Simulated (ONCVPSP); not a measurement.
What the settings do to the ONCV potential of Zr

Base potential:

```
Element                 : zirconium (Zr)
Generator               : ONCVPSP 4.0.1
Type                    : optimised norm-conserving Vanderbilt (ONCV)
Functional              : revPBE
Relativity              : scalar-relativistic
Frozen core             : [Ar] 3d10
Valence charge          : 12
Reference configuration : 4s2 4p6 4d2.5 5s1.5
Partial waves           : 4s+5s: rc 2.00 bohr, ncon 4, nbas 8, qcut 7.2 1/bohr, 2 projectors; 4p: rc 1.55 bohr, ncon 4, nbas 8, qcut 6.4 1/bohr, 3 projectors, debl 0.9 Ha; 4d: rc 3.10 bohr, ncon 4, nbas 9, qcut 4.3 1/bohr, 2 projectors, debl 2.1 Ha
Local potential         : polynomial inside 1.25 bohr (lpopt 5, dvloc0 1 Ha)
Core correction         : Teter function, fcfact 2.25, rcfact 1.3
```

In the p channel the program set the typed energies aside and used -1.154, 0.250, 1.150 Ha.

Cutoffs, loose and tight: the cutoffs (Ha) at which the residual kinetic energy of the hardest occupied pseudo-wave falls to 1 and 0.1 mHa per electron. They do not see the model core or the augmentation charge, which bear on the density cutoff. Test errors are all-electron minus pseudo excitation energies from the reference, over the configurations 4s2 4p6 4d2 5s2; 4s2 4p6 4d2 5s1; 4s2 4p6 4d2 5s0; 4s2 4p6 4d1 5s2 5p1. A dash means not determined; rows that change the core or the reference have their own tests.

A true bound ghost makes a file unfit for plane-wave use even where its test errors are small: the radial tests pick states by their node count and pass the ghost by.

| change | outcome | cutoff, loose | cutoff, tight | bound ghosts | GHOST(+) flags above zero | largest test error (meV) |
| --- | --- | --- | --- | --- | --- | --- |
| base | generated, projector energies reset by the program | 17 Ha | 46 Ha | none | s, d | +140 |
| all radii but the core radius scaled by about 0.78 (s 1.56, p 1.20, d 2.42 bohr); local potential polynomial inside 0.98 bohr (lpopt 5, dvloc0 1 Ha) | generated, projector energies reset by the program | 37 Ha | 121 Ha | p | s, p | +49 |
| all radii but the core radius scaled by about 1.16 (s 2.32, p 1.80, d 3.58 bohr); local potential polynomial inside 1.44 bohr (lpopt 5, dvloc0 1 Ha) | generated, projector energies reset by the program | 13 Ha | 17 Ha | none | d | +224 |
| all radii but the core radius scaled by about 1.29 (s 2.58, p 2.00, d 4.00 bohr); local potential polynomial inside 1.62 bohr (lpopt 5, dvloc0 1 Ha) | generated, projector energies reset by the program | 12 Ha | 16 Ha | none | d | +313 |

(1) What comes out with this change to the base: all radii but the core radius scaled by about 1.21 (s 2.42, p 1.88, d 3.76 bohr); local potential polynomial inside 1.52 bohr (lpopt 5, dvloc0 1 Ha)?

(2) What comes out with this change to the base: all radii but the core radius scaled by about 0.87 (s 1.74, p 1.34, d 2.68 bohr); local potential polynomial inside 1.08 bohr (lpopt 5, dvloc0 1 Ha)?

(3) What comes out with this change to the base: all radii but the core radius scaled by about 1.05 (s 2.10, p 1.64, d 3.26 bohr); local potential polynomial inside 1.32 bohr (lpopt 5, dvloc0 1 Ha)?

Results:

(1) outcome: generated, projector energies reset by the program; cutoff, loose: 12 Ha; cutoff, tight: 16 Ha; bound ghosts: none; GHOST(+) flags above zero: d; largest test error (meV): +259.

(2) outcome: generated, projector energies reset by the program; cutoff, loose: 24 Ha; cutoff, tight: 100 Ha; bound ghosts: p; GHOST(+) flags above zero: s; largest test error (meV): +79.

(3) outcome: generated, projector energies reset by the program; cutoff, loose: 15 Ha; cutoff, tight: 21 Ha; bound ghosts: none; GHOST(+) flags above zero: d; largest test error (meV): +165.

Reading the sweep of the scale of all radii but the core radius (base = 1) (base included, trends over the rows without a ghost): The loose cutoff falls from 17 Ha at 1 to 12 Ha at 1.29. A larger radius leaves more room for a smooth pseudo-wave, so fewer plane waves are needed; a smaller one forces it to follow the all-electron wave where it bends sharply. The median size of the test errors (rows with all tests solved) rises from 14.5 meV at 1 to 35.6 meV at 1.29. More of the atom is replaced by a form fitted at one configuration, so other configurations suffer as the radius grows. Bound ghosts are found at 0.78, 0.87.
